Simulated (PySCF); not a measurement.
# Calculated NMR parameters of 4,4,4-trifluorobutan-2-one

```yaml
Formula: C4H5F3O
SMILES: CC(=O)CC(F)(F)F
InChI: InChI=1S/C4H5F3O/c1-3(8)2-4(5,6)7/h2H2,1H3
Point_group_of_the_computed_structure: C1
Degrees_of_unsaturation: 1
Carbon_signals: 4
Proton_signals: 2
```

Molfile (atoms numbered from 1):
```
C4H5F3O
     RDKit          3D

 13 12  0  0  0  0  0  0  0  0999 V2000
    1.4694    0.4211    0.7416 C   0  0  0  0  0  0  0  0  0  0  0  0
    0.9550   -0.4790   -0.3416 C   0  0  0  0  0  0  0  0  0  0  0  0
    1.6091   -1.3821   -0.7931 O   0  0  0  0  0  0  0  0  0  0  0  0
   -0.4312   -0.2098   -0.9175 C   0  0  0  0  0  0  0  0  0  0  0  0
   -1.5394   -0.0291    0.0867 C   0  0  0  0  0  0  0  0  0  0  0  0
   -1.5841   -1.0421    0.9624 F   0  0  0  0  0  0  0  0  0  0  0  0
   -2.7284    0.0239   -0.5244 F   0  0  0  0  0  0  0  0  0  0  0  0
   -1.4135    1.1019    0.7977 F   0  0  0  0  0  0  0  0  0  0  0  0
    0.9191    0.2312    1.6675 H   0  0  0  0  0  0  0  0  0  0  0  0
    1.3079    1.4718    0.4920 H   0  0  0  0  0  0  0  0  0  0  0  0
    2.5265    0.2219    0.9035 H   0  0  0  0  0  0  0  0  0  0  0  0
   -0.6909   -1.0473   -1.5640 H   0  0  0  0  0  0  0  0  0  0  0  0
   -0.3946    0.6995   -1.5247 H   0  0  0  0  0  0  0  0  0  0  0  0
  1  2  1  0
  2  3  2  0
  2  4  1  0
  4  5  1  0
  5  6  1  0
  5  7  1  0
  5  8  1  0
  1  9  1  0
  1 10  1  0
  1 11  1  0
  4 12  1  0
  4 13  1  0
M  END
```

[PySCF 2.14: shieldings: GIAO B97-2/pcSseg-2; coordinates at the PBE0-D3(BJ)/def2-TZVP level; isolated molecule; one averaged value for each set of equivalent atoms; one conformer; non-relativistic Hamiltonian]

Shifts are taken against calculated references (same method and geometry level): 1H (σref 31.64), 13C (σref 185.38) against TMS; 19F (σref 175.98) against CFCl3; 17O (σref 327.66) against H2O.

```tsv
carbon	δC, type	δH (multiplicity)	HMBC from (2–3 bonds)	span of the C tensor (ppm)
C1	31.5, CH3	2.32 (s)	H12/H13	52
C2	207.3, C	–	H12/H13, H9/H10/H11	213
C4	52.8, CH2	3.01 (m)	H9/H10/H11	44
C5	136.0, C	–	H12/H13	5
```

Other nuclei:
```json
{"atoms": "F6/F7/F8", "nucleus": "19F", "environment": "fluorine of a CF3 group", "δ (ppm)": "-75.0", "σ (ppm)": "250.9"}
{"atoms": "O3", "nucleus": "17O", "environment": "ketone oxygen", "δ (ppm)": "678.2", "σ (ppm)": "-350.5"}
```

- Carbon types of the structure: 2 × C, 1 × CH2, 1 × CH3, which accounts for all hydrogens.
- δC 207.3: ketone carbonyl carbon; low-lying n→π* states of the double bond to the heteroatom give a large paramagnetic term (-274 ppm).
- δC 136.0: CF3 carbon; 3 electronegative neighbours deshield it.
- δC 52.8: sp3 CH2 α to a carbonyl; α to the electron-withdrawing carbonyl group.
- δH 3.01: hydrogen on an sp3 CH2 α to a carbonyl; α to C=O.
- δH 2.32: hydrogen on a methyl carbon α to a carbonyl; α to C=O.

Splittings by 19F in the carbon and heteronuclear signals aren't shown, as no couplings were computed. Shifts are as computed. Against solution values, carbons near 30 ppm lie about +3 ppm off and those near 130 ppm about +7 ppm. Of 1211 compounds with measured shifts, 218 miss one by over three times the rms of a fit or turn the order of signals round; such compounds aren't used in these exercises. Unscaled 19F shifts against computed CFCl3 carry errors that often reach 10 to 50 ppm. Unscaled 17O shifts of doubly bonded oxygen tend to come out too high, by tens of ppm or more. Experimental scales use liquid or dissolved standards, which lie at an offset from isolated H2O (liquid H2O: subtract about 36 ppm). No couplings were computed; multiplicities are counted from neighbouring protons, with m where these are inequivalent, close in shift, in a saturated or five-membered ring or joined by F or P, and br s for small geminal =CH2 splittings.
